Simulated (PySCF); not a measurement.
PySCF 2.14 output of an unrestricted PBE0 calculation on a single atom or ion in x2c-TZVPPall, with the spin-free X2C one-electron Hamiltonian (Gaussian nucleus):

```
SCF conv_tol = 1e-09
number electrons alpha = 36  beta = 28
    C. Adamo and V. Barone.,  J. Chem. Phys. 110, 6158 (1999)
    M. Ernzerhof and G. E. Scuseria.,  J. Chem. Phys. 110, 5029 (1999)
cycle= 1 E= -11270.3908158485  delta_E= -0.0207  |g|= 0.256  |ddm|= 0.41
cycle= 2 E= -11270.3748820714  delta_E= 0.0159  |g|= 0.46  |ddm|= 0.327
cycle= 3 E= -11270.3980149722  delta_E= -0.0231  |g|= 0.00588  |ddm|= 0.189
cycle= 4 E= -11270.3980221289  delta_E= -7.16e-06  |g|= 0.00134  |ddm|= 0.0125
cycle= 5 E= -11270.3980228378  delta_E= -7.09e-07  |g|= 0.000316  |ddm|= 0.00472
cycle= 6 E= -11270.3980228873  delta_E= -4.95e-08  |g|= 0.000137  |ddm|= 0.00129
cycle= 7 E= -11270.3980228955  delta_E= -8.18e-09  |g|= 1.91e-05  |ddm|= 0.00054
cycle= 8 E= -11270.3980228961  delta_E= -5.57e-10  |g|= 2.27e-06  |ddm|= 0.000201
converged SCF energy = -11270.3980228961  <S^2> = 20.003942  2S+1 = 9.000876
```

The run itself started from symmetry-adapted Hartree-Fock orbitals and held the occupation by maximum overlap, on a logarithmic radial grid, so the iterations belong to that start.

Which element, charge and spin multiplicity is this?

Gd (gadolinium, neutral), multiplicity 9; the state was [Xe] 4f8 5d1 6s1, one real determinant (an excited configuration).

⟨L²⟩ = 18.03 against 30 for a pure H term, so this real determinant mixes terms. Spin-orbit coupling, absent here, splits the open shell strongly.
